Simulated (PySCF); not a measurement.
A side-by-side comparison of computed properties.

First species: C6H13NOSi.
Structure used (GFN2-xTB), in Å, numbered top down from 1:
```xyz
22
C6H13NOSi angstrom
Si     4.0223   -0.0180    0.6131
O      3.0398    0.5594   -0.5321
C      1.6857    0.6279   -0.6609
C      0.8198    0.1705    0.2442
N     -0.5484    0.2761    0.1804
C     -1.3961   -0.5771    0.9961
C     -2.5895   -0.9129    0.1009
C     -2.6769    0.3147   -0.8027
C     -1.2071    0.6379   -1.0576
H      5.3038    0.2750   -0.0078
H      3.8335    0.6676    1.8964
H      3.8173   -1.4537    0.8395
H      1.3904    1.1156   -1.5778
H      1.1961   -0.2894    1.1471
H     -1.7257   -0.0209    1.8841
H     -0.8654   -1.4716    1.3330
H     -2.3721   -1.7995   -0.4969
H     -3.5005   -1.0890    0.6692
H     -3.1537    1.1378   -0.2697
H     -3.2259    0.1266   -1.7230
H     -1.0418    1.6961   -1.2781
H     -0.8160    0.0462   -1.8991
```

Second species: C8H8.
Atom-mapped SMILES: `[CH2:1]=[CH:2][c:3]1[cH:4][cH:5][cH:6][cH:7][cH:8]1` (hydrogens: H9, H10 on C1; H11 on C2; H12 on C4; H13 on C5; H14 on C6; H15 on C7; H16 on C8)

Structure used (GFN2-xTB), in Å, numbered top down from 1:
```xyz
16
C8H8 angstrom
C     -2.5122    0.6183    1.1945
C     -1.7870   -0.3162    0.5916
C     -0.4198   -0.1832    0.1016
C      0.1861   -1.2830   -0.5088
C      1.4785   -1.2087   -0.9912
C      2.1969   -0.0308   -0.8728
C      1.6100    1.0695   -0.2691
C      0.3174    0.9966    0.2120
H     -2.1423    1.6105    1.3894
H     -3.5192    0.4210    1.5209
H     -2.2266   -1.2936    0.4298
H     -0.3683   -2.2066   -0.6043
H      1.9287   -2.0713   -1.4608
H      3.2077    0.0300   -1.2485
H      2.1649    1.9917   -0.1739
H     -0.1223    1.8647    0.6783
```

Levels: PBE0/pcSseg-1 for HOMO energy, LUMO energy and HOMO–LUMO gap. Geometries: GFN2-xTB. All species are isolated and taken at one optimised geometry, non-relativistic unless stated; the electronic structure was computed with PySCF and density fitting.

The conformers computed, where there is a choice (atom-mapped SMILES and torsion angles):
- `[CH2:1]=[CH:2][c:3]1[cH:4][cH:5][cH:6][cH:7][cH:8]1`: C1–C2–C3–C4 180°

The conformers of `[SiH3]O/C=C/N1CCCC1` aren't listed.

```
     property  column X  column Y
  HOMO energy  -6.62 eV  -5.07 eV
  LUMO energy  -1.07 eV   0.68 eV
HOMO–LUMO gap   5.55 eV   5.75 eV
```

Task: Which column belongs to which species?

Result: Column X is the second species and column Y the first. The first has 22 atoms and 78 electrons, the second 16 and 56.

Task: How does each property change from the first species to the second?

Result: HOMO energy -1.55 eV; LUMO energy -1.75 eV; HOMO–LUMO gap -0.20 eV.

